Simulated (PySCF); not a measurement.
Isomers of C6H14O2S, one GFN2-xTB conformer each. Single-point energies are computed at PBE0/pcSseg-1 (PySCF, gas phase, no added dispersion term), electronic only.

Question: Rank them by PBE0/pcSseg-1 energy, lowest first (kJ/mol).
A. `[CH3:1][C:2]([CH3:3])([CH3:4])[CH2:5][S:6]([CH3:7])(=[O:8])=[O:9]` with C2–C5–S6–C7 161°
B. `[CH3:1][CH2:2][CH2:3][S:4](=[O:5])(=[O:6])[CH2:7][CH2:8][CH3:9]` with C1–C2–C3–S4 74°, C2–C3–S4–O5 52°, C3–S4–C7–C8 175°, S4–C7–C8–C9 -177°
C. `[CH3:1][CH2:2][CH2:3][CH2:4][S:5](=[O:6])(=[O:7])[CH2:8][CH3:9]` with C1–C2–C3–C4 180°, C2–C3–C4–S5 178°, C3–C4–S5–O6 -66°, C4–S5–C8–C9 66°
D. `[CH3:1][CH2:2][C:3]([CH3:4])([CH3:5])[S:6]([CH3:7])(=[O:8])=[O:9]` with C1–C2–C3–C4 61°, C2–C3–S6–C7 63°

Answer: D (0.0), C (3.2), B (4.4), A (8.5).

As drawn, the highest has a quaternary carbon, which the lowest lacks. Neighbours under 10 kJ/mol apart (CCC(C)(C)S(C)(=O)=O and CCCCS(=O)(=O)CC; CCCCS(=O)(=O)CC and CCCS(=O)(=O)CCC; CCCS(=O)(=O)CCC and CC(C)(C)CS(C)(=O)=O) can change places with a better method, another conformer or zero-point energy. GFN2-xTB itself gives, in the same order: 0.0, 20.9, 19.3, 11.7. Both levels put the same isomer lowest; measured from each level's own lowest isomer, the values differ by up to 17.7 kJ/mol (CCCCS(=O)(=O)CC: 20.9 against 3.2).

Question: Which frontier levels, dipoles and rotational constants go with these structures?

Answer: 
```csv
SMILES,"HOMO (eV, PBE0/pcSseg-1)",LUMO (eV),dipole (D),"A, B, C (MHz)"
CCC(C)(C)S(C)(=O)=O,-7.89,0.96,4.65,"2082, 1065, 1028"
CCCCS(=O)(=O)CC,-8.00,1.05,4.51,"2690, 666.0, 613.8"
CCCS(=O)(=O)CCC,-7.99,0.98,4.16,"3493, 683.4, 673.5"
CC(C)(C)CS(C)(=O)=O,-8.00,0.82,4.27,"2404, 926.9, 916.7"
```

Question: As an exercise, what shares would exp(−E/RT) give at 500 K from these electronic energies alone (no entropy, no degeneracies)?

Answer: RT = 4.157 kJ/mol: CCC(C)(C)S(C)(=O)=O 51.7 %, CCCCS(=O)(=O)CC 23.8 %, CCCS(=O)(=O)CCC 17.8 %, CC(C)(C)CS(C)(=O)=O 6.7 %.
